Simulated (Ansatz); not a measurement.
Species: C₄H₂ClO (charge 0, doublet). It need not be the lowest isomer of its formula. 
Geometry from a B3LYP-D3(BJ)/def2-TZVP (Ansatz, a first-principles code) optimisation:
```
C
C 1 1.3600
O 1 1.3626 2 110.28
C 3 1.3735 1 107.70 2 0.00
C 4 1.3441 3 107.96 1 0.00
H 4 1.0736 5 135.27 2 180.00
H 1 1.0749 2 132.74 5 180.00
Cl 2 1.7152 1 127.23 7 0.00
```
Charge 0, spin multiplicity 2.

Quantity: atomisation energy (electronic, to ground-state atoms), in kcal/mol. Cores are frozen in the correlated levels unless marked. Open shells are spin-unrestricted. Spin-orbit coupling is left out. No relativistic terms. The coupled-cluster limit lacks core correlation, which all-electron functionals hold. CBS(X,Y): correlation extrapolated as X^-3; Hartree-Fock from the larger set.

| level | program | atomisation energy (kcal/mol) |
|---|---|---|
| HF/6-31G | Ansatz | 506.1 |

Estimate the value at CCSD(T)/CBS(cc-pV(T+d)Z,cc-pV(Q+d)Z) as computed with Ansatz.

838.4 kcal/mol, so HF/6-31G differs from it by -332.3 kcal/mol.
